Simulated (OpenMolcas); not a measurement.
# Ni2+, Pd2+, Pt2+: d⁸ down the group

| Property | Result |
| --- | --- |
| Program | OpenMolcas 26.06 |
| Method | SS-CASPT2, IPEA 0.25 Eh, imaginary shift 0.1 Eh |
| Basis | ANO-RCC-VTZP |
| Scalar Hamiltonian | DKH2, point nucleus |
| Spin-orbit coupling | state interaction with AMFI integrals over the reference wave functions, term energies averaged over their components |

Active space for each ion: 8 electrons in 6 orbitals (d s); closed shells correlated by CASPT2: Ni2+ 3s 3p; Pd2+ 4s 4p; Pt2+ 5s 5p.

Computed levels in cm-1 above ³F₄:

```json
{"Level": "³F₃", "Ni2+": "1447", "Pd2+": "3320", "Pt2+": "10320"}
{"Level": "³P₁", "Ni2+": "17120", "Pd2+": "13540", "Pt2+": "17050"}
{"Level": "³P₀", "Ni2+": "17390", "Pd2+": "13790", "Pt2+": "15400"}
{"Level": "¹G₄", "Ni2+": "22980", "Pd2+": "18230", "Pt2+": "21920"}
{"Level": "weight of ³F in the lowest level (%)", "Ni2+": "100", "Pd2+": "99", "Pt2+": "96"}
```

Measured, with the error of the calculation in %. Measured levels: Ni2+ from Corliss and Sugar, J. Phys. Chem. Ref. Data 10, 197 (1981); Pd2+ from Moore, Atomic Energy Levels, vol. III, NSRDS-NBS 35 (1971 reprint of NBS Circular 467, 1958); Pt2+ from NIST levels as listed in McCann et al., Mon. Not. R. Astron. Soc. 538, 537 (2025).

```json
{"Level": "³F₃", "Ni2+": "1361 (+6.3)", "Pd2+": "3230 (+2.9)", "Pt2+": "9752 (+5.9)"}
{"Level": "³P₁", "Ni2+": "16978 (+0.8)", "Pd2+": "13470 (+0.5)", "Pt2+": "16782 (+1.6)"}
{"Level": "³P₀", "Ni2+": "17231 (+0.9)", "Pd2+": "13699 (+0.6)", "Pt2+": "14939 (+3.1)"}
{"Level": "¹G₄", "Ni2+": "23109 (-0.6)", "Pd2+": "17880 (+2.0)", "Pt2+": "21331 (+2.8)"}
```

The fine-structure level ³F₃ changes by a factor of 7.13 from Ni2+ to Pt2+.

Without spin-orbit coupling ³P lies 15670, 10220, 7120 cm-1 above ³F in that order; the difference to the level ³P₁, of either sign, comes from spin-orbit coupling, which also lowers the zero.

CASPT2 does not keep the components of a term degenerate, so their means are used; among the terms shown or strongly mixed into the levels shown the widest spread is 900 cm-1 (4d⁸ ¹G, Pd2+). Terms from blocks run as CI alone lack orbitals of their own. Computed and measured levels are paired by configuration, term and J; levels that our copy of the source lacks, or whose pairing is in doubt (as where it misses far off the trend of its configuration), stay unpaired and out of the deviations. Only configurations of the active space appear.
